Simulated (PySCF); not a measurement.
How methods differ on the ionisation energy of Mo³⁰⁺

Mo³⁰⁺ [Ne] 3s2 (1S) → Mo³¹⁺ [Ne] 3s1 (2S), as a difference of total energies. All numbers are calculated (PySCF 2.14, the spin-free X2C one-electron Hamiltonian (Gaussian nucleus), in an uncontracted even-tempered set (18 s from 4.4 bohr⁻², ratio 2.5; 11 p from 5.7 bohr⁻², ratio 2.5; 4 d from 22 bohr⁻², ratio 2.7; 4 f from 32 bohr⁻², ratio 2.7)). Correlated levels: outer shells: 1s2 frozen; virtual orbitals above 40 to 60 times the deepest correlated orbital energy dropped. The calculations carry no spin-orbit coupling.

```tsv
method	ionisation energy (eV)
UHF	1724.0
LDA	1727.7
PBE	1729.0
PBE0	1728.1
r2SCAN	1724.3
B3LYP	1728.3
revPBE	1728.5
MP2 (outer shells)	1727.1
SCS-MP2 (outer shells)	1727.5
```

Problem. How much does correlation contribute at MP2 (outer shells)?

Solution. 1727.1 − (1724.0) = 3.1 eV, measured against UHF.

Breit and QED terms and the two-electron picture change are absent.

For comparison: 1730.1 ± 2.5 eV (semi-empirical (NIST evaluation); NIST Atomic Spectra Database, ionization energies).
